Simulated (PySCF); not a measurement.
Simulation results for CH$_{5}$AlGeO, C$_{2}$H$_{6}$BGe, B$_{2}$GeH$_{3}$O

Calculation on a computer-drawn molecule: the log of a Hartree-Fock and frozen-core CCSD(T) single point meant for a local Hartree-Fock minimum, with one planted fault or none, to be diagnosed. Offsets are logged minus clean, where the clean run is the same molecule without the fault. The reference is restricted for singlets and unrestricted otherwise, and also for a bond in bohr or an excited solution. Adding or removing an electron swaps singlet and doublet. The excited solution moves the top pair (singlet) or top alpha electron (doublet) to the lowest empty orbital. Highest occupied and lowest empty are orbital energies over both spins, largest force is the largest gradient component, triples share is (T) over the correlation energy, the T1 limit is 0.02 restricted and 0.045 unrestricted, electrons count all cores, a negative frequency is imaginary (commonest isotopes), and the dipole is about the centre of nuclear charge; on germanium a core potential holds 10 electrons, which the energies leave out, and 3d is frozen in MP2 and coupled-cluster steps. Program: PySCF 2.14.0.

Common to all runs: meant multiplicity 1; meant basis and core potential on germanium cc-pVDZ-PP ECP10MDF; logged SCF converged yes; logged CC converged yes; logged SCF stable within its kind yes; possible faults no fault, one electron removed, one electron added, multiplicity raised by two, geometry at a saddle point, SCF held on an excited solution, minimal basis STO-3G, one bond length entered in bohr, all coordinates scaled.

(1) 
```xyz
9
formula=CH5AlGeO meant_charge=0 meant_basis=cc-pV(D+d)Z logged_electrons=64 logged_basis_functions=99 logged_spin_squared=0 logged_highest_occupied=-8.5515 logged_lowest_empty=1.7847 logged_largest_force=2.861e-05 logged_lowest_frequency=70.902 logged_T1_diagnostic=0.016086 logged_D1_diagnostic=0.045142 logged_triples_share=0.02721 logged_dipole_magnitude=1.1064 logged_energy_HF=-650.96119 logged_energy_CCSD(T)=-651.49735 planted_fault=no_fault HF_energy_offset_from_clean_run=0 CCSD(T)_energy_offset_from_clean_run=0
Al    -0.3331     0.2986     3.2884
O     -0.9469    -0.6401     2.0411
C     -1.4304    -1.4933     1.0517
Ge    -2.3333    -0.4569    -0.3671
H     -2.1345    -2.2109     1.4815
H     -0.6101    -2.0692     0.6148
H     -1.3408     0.5295    -0.9947
H     -3.5019     0.3316     0.2367
H     -2.8712    -1.3920    -1.4612
```

Units: logged_highest_occupied, logged_lowest_empty in eV; logged_largest_force in hartree/bohr; logged_lowest_frequency in cm⁻¹; logged_dipole_magnitude in debye; logged_energy_HF, logged_energy_CCSD(T) in hartree; HF_energy_offset_from_clean_run, CCSD(T)_energy_offset_from_clean_run in kcal/mol.

Drawn bonds:
```
atom  other atom  order
   1           2      1
   2           3      1
   3           4      1
   3           5      1
   3           6      1
   4           7      1
   4           8      1
   4           9      1
```

(2) 
```xyz
10
formula=C2H6BGe meant_charge=1 meant_basis=cc-pVDZ logged_electrons=54 logged_basis_functions=95 logged_spin_squared=2.02 logged_highest_occupied=-11.47 logged_lowest_empty=-6.329 logged_largest_force=0.056161 logged_T1_diagnostic=0.014414 logged_D1_diagnostic=0.05287 logged_triples_share=0.028979 logged_dipole_magnitude=5.6538 logged_energy_HF=-396.89868 logged_energy_CCSD(T)=-397.35552 planted_fault=multiplicity_raised_by_two HF_energy_offset_from_clean_run=64.44 CCSD(T)_energy_offset_from_clean_run=82.63
B      2.0639     0.5930     3.2660
C      0.7578     0.7098     2.7598
Ge     0.1510    -0.3068     1.3577
C      1.1908    -1.6302     0.4241
H      3.1615     0.4662     3.6600
H      0.0625     1.4220     3.1978
H     -1.2783    -0.0752     0.9147
H      2.2034    -1.7032     0.8165
H      0.6864    -2.5944     0.5176
H      1.2208    -1.3629    -0.6343
```

Units: logged_highest_occupied, logged_lowest_empty in eV; logged_largest_force in hartree/bohr; logged_dipole_magnitude in debye; logged_energy_HF, logged_energy_CCSD(T) in hartree; HF_energy_offset_from_clean_run, CCSD(T)_energy_offset_from_clean_run in kcal/mol.

Drawn bonds:
```
atom  other atom  order
   1           2      1
   2           3      2
   3           4      1
   1           5      1
   2           6      1
   3           7      1
   4           8      1
   4           9      1
   4          10      1
```

(3) 
```xyz
7
formula=B2GeH3O meant_charge=1 meant_basis=cc-pVDZ logged_electrons=52 logged_basis_functions=80 logged_spin_squared=0 logged_highest_occupied=-18.099 logged_lowest_empty=-5.8767 logged_largest_force=2.948e-05 logged_lowest_frequency=103.98 logged_T1_diagnostic=0.020935 logged_D1_diagnostic=0.051711 logged_triples_share=0.033072 logged_dipole_magnitude=8.8681 logged_energy_HF=-419.05433 logged_energy_CCSD(T)=-419.50731
B      0.6478     1.2833    -1.8529
Ge     2.5615     1.3989    -0.9017
B      3.5656    -0.1498    -1.7908
O      4.0639    -1.0565    -2.3516
H     -0.4120     1.2227    -2.3768
H      3.0523     2.7791    -1.2873
H      2.2300     1.1853     0.5608
```

Units: logged_highest_occupied, logged_lowest_empty in eV; logged_largest_force in hartree/bohr; logged_lowest_frequency in cm⁻¹; logged_dipole_magnitude in debye; logged_energy_HF, logged_energy_CCSD(T) in hartree.

Drawn bonds:
```
atom  other atom  order
   1           2      1
   2           3      1
   3           4      2
   1           5      1
   2           6      1
   2           7      1
```

Notes: T1 above single-reference limit.

To be estimated
1. Give the missing planted fault for B$_{2}$GeH$_{3}$O (entry 3).

Calculated values
1. no fault

Further results for B$_{2}$GeH$_{3}$O (entry 3):

| Property | Result |
| --- | --- |
| HF energy offset from clean run | 0 kcal/mol |
| CCSD(T) energy offset from clean run | 0 kcal/mol |
